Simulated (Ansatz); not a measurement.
Basis-set extrapolation for C2H9NSi (`CC[SiH2]N`) (PBE0-D4/def2-TZVP geometry, frozen core, Ansatz). Multiplicity 1, RHF reference.

```csv
,def2-TZVPP,def2-QZVPP
HF,-424.458927,-424.475031
MP2 correlation,-0.701487,-0.748696
CCSD(T) correlation,-0.779561,not run
```

Energies in hartree. Use E(X) = E(∞) + A·exp(−7.88·√X) for Hartree–Fock and E(X) = E(∞) + B·X^(−2.97) for correlation, with X = 3 and 4, and add CCSD(T) minus MP2 of the smaller set to the MP2 limit.

Q: What is the CCSD(T) energy at the basis-set limit?

A: HF limit: -424.475031 + (-0.016104) × 0.13774 = -424.47725. MP2 limit: -0.748696 + (-0.047209) × 0.74074 = -0.78367. Higher-order term: -0.779561 − (-0.701487) = -0.07807. Total: -425.33899 hartree, 263.9 kJ/mol below CCSD(T)/def2-TZVPP.
